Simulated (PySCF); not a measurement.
## Correlation energy of Pm³⁺ (promethium, charge +3)

[Xe] 4f4, one real determinant. Computed with PySCF 2.14 in cc-pVDZ-X2C (8s7p5d3f1g, 84 functions), with scalar relativity by spin-free X2C-1e. Frozen: [Ar] 3d10; 30 electrons correlated.

MP2 pair energies summed by pair of shells (mhartree):

| pair | energy | share (%) |
| --- | --- | --- |
| 4d-4d | -157.54 | 22.3 |
| 5p-5p | -123.62 | 17.5 |
| 4d-5p | -101.43 | 14.4 |
| 4f-5p | -75.20 | 10.7 |
| 4d-4f | -71.71 | 10.2 |
| 5s-5p | -33.46 | 4.7 |
| 4p-4d | -26.08 | 3.7 |
| 4d-5s | -23.80 | 3.4 |
| 4f-4f | -22.14 | 3.1 |
| 4f-5s | -13.50 | 1.9 |
| 4p-4f | -13.43 | 1.9 |
| 4p-4p | -12.43 | 1.8 |
| 4p-5p | -7.38 | 1.0 |
| 4s-4d | -6.55 | 0.9 |
| 5s-5s | -6.24 | 0.9 |
| 4p-5s | -4.20 | 0.6 |
| 4s-4p | -2.66 | 0.4 |
| 4s-4f | -2.31 | 0.3 |
| 4s-4s | -1.02 | 0.1 |
| 4s-5p | -0.89 | 0.1 |
| 4s-5s | -0.28 | 0.0 |

Total MP2 correlation energy: -705.88 mhartree.

Same-spin part -267.91 and opposite-spin part -437.97 mhartree; SCS-MP2 scales them by 1/3 and 6/5 to -614.87 mhartree.

The reference is one real determinant that mixes LS terms of this configuration.

This basis was not built for core-valence correlation, so the inner-shell part is incomplete.
